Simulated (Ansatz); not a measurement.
Reaction (SMILES): F[Se](F)F → F[Se](F)F as singlet, charge +1 + e-
Structures are relaxed separately at B3LYP-D3(BJ)/def2-TZVP in Ansatz (an electronic-structure program). A spin state is the lowest found, not a proven ground state.

Wanted: adiabatic ionisation energy (electronic energy difference), in eV. Valence correlation only, unless marked. Open shells are spin-unrestricted. Spin-orbit coupling is left out. Frozen are the shells of the preceding noble gas and the d and f shells that filled before the atom's block. Non-relativistic. Basis-set limits of correlation are two-point, X^-3; Hartree-Fock from the larger set. The bracket is a focal-point correction in the basis named.

| level | program | adiabatic ionisation energy (eV) | minus last row |
|---|---|---|---|
| PBE-D4/def2-TZVPD | Ansatz + dftd4 | 8.85 | 0.26 |
| BHLYP-D4/def2-TZVPD | Ansatz + dftd4 | 8.73 | 0.14 |
| HSE06/def2-TZVPD | Ansatz | 8.74 | 0.15 |
| LC-wPBE-D3(BJ)/def2-TZVPD | Ansatz + dftd3 | 8.83 | 0.24 |
| B2GP-PLYP-D4/def2-TZVPD | Ansatz + dftd4 | 8.68 | 0.09 |
| B2PLYP/def2-TZVPD | Ansatz | 8.73 | 0.14 |
| RPA@PBE/cc-pVTZ | Ansatz | 8.66 | 0.07 |
| MP2/6-31G* | Ansatz | 8.11 | -0.48 |
| SCS-MP2/STO-3G | Ansatz | 4.23 | -4.36 |
| SCS-MP2/aug-cc-pVDZ | Ansatz | 8.78 | 0.19 |
| CCSD/6-31G | Ansatz | 9.41 | 0.82 |
| CCSD(T)/6-31G | Ansatz | 9.39 | 0.80 |
| CCSD(T)/6-31G* | Ansatz | 8.17 | -0.42 |
| CCSD(T)/aug-cc-pVDZ | Ansatz | 8.89 | 0.30 |
| RI-MP2/CBS(cc-pVTZ,cc-pVQZ)+[CCSD(T)-MP2]/cc-pVTZ | Ansatz | 8.59 | 0.00 |
